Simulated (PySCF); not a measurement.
SiO(OH)₂ + 2 HCl → SiOCl₂ + 2 H₂O

Level: PBE0 in the def2-TZVP basis family, all electrons, no relativity, computed in PySCF with density fitting; open shells unrestricted.

| species | state and structure | E (Eh) | ZPE (kJ/mol) | H(298 K) − H(0) (kJ/mol) | S° (J/(mol K)) |
| --- | --- | --- | --- | --- | --- |
| SiO(OH)₂ | singlet, C2v, O–H 0.961 Å (×2), Si–O 1.512 Å, Si–O 1.612 Å (×2); H–O–Si 114.7° (×2), O–Si–O 104.1°, O–Si–O 127.9° (×2) | -516.23522 | 87.4 | 14.9 | 285.5 |
| HCl | singlet, C∞v, H–Cl 1.279 Å | -460.66440 | 17.9 | 8.7 | 186.6 |
| SiOCl₂ | singlet, C2v, Si–Cl 2.006 Å (×2), Si–O 1.506 Å; Cl–Si–Cl 108.6°, Cl–Si–O 125.7° (×2) | -1284.79187 | 19.2 | 14.7 | 301.1 |
| H₂O | singlet, C2v, O–H 0.960 Å (×2); H–O–H 105.1° | -76.37736 | 56.5 | 9.9 | 188.7 |

Problem. What is the electronic reaction energy?

Solution. At PBE0/def2-TZVP, ΔE = 45.8 kJ/mol from the differences of the total energies times 2625.5, uphill. 

Problem. Add zero-point, thermal and entropy terms for 298.15 K and 1 bar.

Solution. ΔZPE = 9.0 and Δ[H(298) − H(0)] = 2.2 kJ/mol give ΔH° = 57.0 kJ/mol. ΔS° = 19.8 J/(mol K), so ΔG° = 57.0 − 298.15 × (0.0198) = 51 kJ/mol and log₁₀K = -9.0.

Only the bonding shown was studied: isomers, or loss of a ligand pair, can lie lower.
